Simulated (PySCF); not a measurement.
Geometries of 3 isomers of C2H5NOSi, from PBE0-D3(BJ)/def2-SVP geometry optimisation, gas phase (PySCF). One conformer each, no zero-point energy, no frequencies.

Question: Which is lowest in electronic energy at this level?
A.
```xyz
10
angstrom
Si     1.161   -0.087    0.294
O     -0.178    0.751    0.857
C     -1.432    0.261    1.117
C     -2.110   -0.666    0.250
N     -1.626   -1.206    1.283
H      2.191    0.959    0.063
H      1.652   -1.087    1.285
H      0.847   -0.788   -0.990
H     -1.974    0.924    1.802
H     -2.639   -0.975   -0.657
```
B.
```xyz
10
angstrom
Si     0.702    0.019    0.442
H      0.752    0.025    1.933
H      2.091   -0.082   -0.096
C     -0.163    1.540   -0.206
H      0.368    2.450    0.118
H     -1.195    1.591    0.172
H     -0.197    1.534   -1.306
N     -0.160   -1.396   -0.051
C     -0.747   -2.393   -0.352
O     -1.324   -3.366   -0.648
```
C.
```xyz
10
angstrom
Si     1.929    0.143    0.171
O      0.438    0.208    1.020
C     -0.695   -0.042    0.412
N     -1.151   -0.380   -0.702
C     -2.121   -0.119    0.475
H      1.872    1.085   -0.979
H      2.931    0.570    1.178
H      2.172   -1.251   -0.286
H     -2.624   -0.996    0.906
H     -2.742    0.786    0.412
```

Answer: B. That is SiH2Me(NCO), `[H][Si]([H])(C)N=C=O`, 66.5 kcal/mol below the next.

```csv
SMILES,atoms numbered as above,E (Eh),relative (kcal/mol),relative (kJ/mol),dipole (D)
[H][Si]([H])(C)N=C=O,–,-498.14056,0.0,0.0,2.65
[SiH3]OC1=NC1,[SiH3:1][O:2][C:3]1=[N:4][CH2:5]1,-498.03457,66.5,278.3,1.95
[SiH3]O[C@H]1C=N1,[SiH3:1][O:2][C@H:3]1[CH:4]=[N:5]1,-498.02561,72.1,301.8,1.79
```
